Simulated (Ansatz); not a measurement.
Basis sets compared for (MgS)4 cube (Mg4S4). The state is a singlet with charge 0. Geometry PBE0-D4/def2-SVP. Ansatz on 4 threads of Arm Neoverse V2 on a shared host; times are rough, and most runs start from earlier orbitals.

Cartesian coordinates in Å:
```
Mg -0.680 1.516 -0.752
Mg -0.444 -0.054 1.768
Mg 1.816 -0.002 -0.171
Mg -0.692 -1.461 -0.845
S -2.330 0.002 0.220
S 0.888 1.875 1.085
S 0.570 0.069 -2.269
S 0.873 -1.946 0.965
```

Binding counts from free atoms (Mg singlet, S triplet) in the same basis, without a counterpoise term.

```
           level  functions  energy (Eh)  HOMO (eV)  LUMO (eV)  binding per atom (eV)  wall time
 PBE-D4/def2-SVP        144   -2391.5969      -5.84      -3.03                   3.09      2.8 s
PBE0-D4/def2-SVP        144   -2391.8109      -6.92      -2.37                   3.06      4.1 s
```

**Question.** Estimate the rows for PBE-D4/def2-TZVP (with forces), PBE0-D4/def2-TZVP.

**Answer.** 
```
                         level  functions  energy (Eh)  HOMO (eV)  LUMO (eV)  binding per atom (eV)  wall time
PBE-D4/def2-TZVP (with forces)        276   -2392.4241      -5.78      -2.95                   3.06        7 s
             PBE0-D4/def2-TZVP        276   -2392.6325      -6.85      -2.29                   3.04       13 s
```
